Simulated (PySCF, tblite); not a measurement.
Isomers of C6H12F2OSi, one GFN2-xTB conformer each. Single-point energies are computed at PBE0/pcSseg-1 (PySCF, gas phase, no added dispersion term), electronic only.

| SMILES | GFN2-xTB relative energy (kcal/mol) |
| --- | --- |
| O[C@@H]1C[C@@H](CF)[SiH2][C@H]1CF | 50.1 |
| CC(C)O[C@@H]([SiH3])/C(F)=C/F | 70.5 |
| F[SiH2][C@@H]1CCCO[C@H](F)C1 | 0.0 |

Conformers: `[OH:1][C@@H:2]1[CH2:3][C@@H:4]([CH2:5][F:6])[SiH2:7][C@H:8]1[CH2:9][F:10]` with H–O1–C2–C3 -52°, C3–C4–C5–F6 180°, Si7–C8–C9–F10 39°, O1–C2–C3–C4 -62°, C2–C3–C4–C5 -151°, C3–C4–Si7–C8 1°, C4–Si7–C8–C9 -97°; `[CH3:1][CH:2]([CH3:3])[O:4][C@@H:5]([SiH3:6])/[C:7]([F:8])=[CH:9]/[F:10]` with C1–C2–O4–C5 -168°, C2–O4–C5–Si6 145°, O4–C5–C7–F8 162°; `[F:1][SiH2:2][C@@H:3]1[CH2:4][CH2:5][CH2:6][O:7][C@H:8]([F:9])[CH2:10]1` with F1–Si2–C3–C4 60°, Si2–C3–C4–C5 165°, C3–C4–C5–C6 56°, C4–C5–C6–O7 -74°, C5–C6–O7–C8 93°.

Q: What does PBE0/pcSseg-1 give for the same structures?

A: 
| SMILES | PBE0/pcSseg-1 E (Eh) | PBE0/pcSseg-1 (kcal/mol) | GFN2-xTB (kcal/mol) | point group |
| --- | --- | --- | --- | --- |
| F[SiH2][C@@H]1CCCO[C@H](F)C1 | -799.58451 | 0.0 | 0.0 | C1 |
| O[C@@H]1C[C@@H](CF)[SiH2][C@H]1CF | -799.52017 | 40.4 | 50.1 | C1 |
| CC(C)O[C@@H]([SiH3])/C(F)=C/F | -799.46416 | 75.5 | 70.5 | C1 |

Both levels put the same isomer lowest; measured from each level's own lowest isomer, the values differ by up to 9.7 kcal/mol (O[C@@H]1C[C@@H](CF)[SiH2][C@H]1CF: 50.1 against 40.4). As drawn, the lowest has an Si–F bond, which the highest lacks; the highest has a C=C bond outside aromatic rings, which the lowest lacks.

Q: Which frontier levels, dipoles and rotational constants go with these structures?

A: 
```csv
SMILES,"HOMO (eV, PBE0/pcSseg-1)",LUMO (eV),dipole (D),"A, B, C (MHz)"
F[SiH2][C@@H]1CCCO[C@H](F)C1,-8.20,0.27,2.35,"1798, 691.7, 565.6"
O[C@@H]1C[C@@H](CF)[SiH2][C@H]1CF,-8.05,0.93,3.27,"1432, 910.7, 749.1"
CC(C)O[C@@H]([SiH3])/C(F)=C/F,-6.94,0.17,2.81,"1176, 817.6, 575.8"
```

Q: What happens when harmonic zero-point energies from GFN2-xTB frequencies are added?

A: 
| SMILES | ZPE (kcal/mol) | electronic (kcal/mol) | with ZPE (kcal/mol) |
| --- | --- | --- | --- |
| F[SiH2][C@@H]1CCCO[C@H](F)C1 | 108.3 | 0.0 | 0.0 |
| O[C@@H]1C[C@@H](CF)[SiH2][C@H]1CF | 107.1 | 40.4 | 39.2 |
| CC(C)O[C@@H]([SiH3])/C(F)=C/F | 102.8 | 75.5 | 70.0 |

The zero-point energies span 5.5 kcal/mol. The order is unchanged.
